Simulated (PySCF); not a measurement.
## Correlation energy of Ga+ (gallium, charge +1)

[Ar] 3d10 4s1 4d1, high-spin 3D determinant (an excited configuration). Calculation: PySCF 2.14, in dyall-av2z (16s12p8d, 92 functions); the non-relativistic Hamiltonian (point nucleus). Frozen: [Ar] 3d10; 2 electrons correlated; the 34 highest virtual orbitals of each spin left out.

With two correlated electrons CCSD is exact within the correlated space (frozen core and kept virtual orbitals).

| level | correlation energy (mhartree) |
| --- | --- |
| CCSD | -2.58 |

Diagnostics: T1 = 0.0011, D1 = 0.0021, largest double amplitude 0.041.

The outer electron is Rydberg-like, and this basis confines it to a smaller radius and binds it less than a complete one would.

Cost of the coupled-cluster step: about 1.7 core-seconds, for 2 correlated electrons.
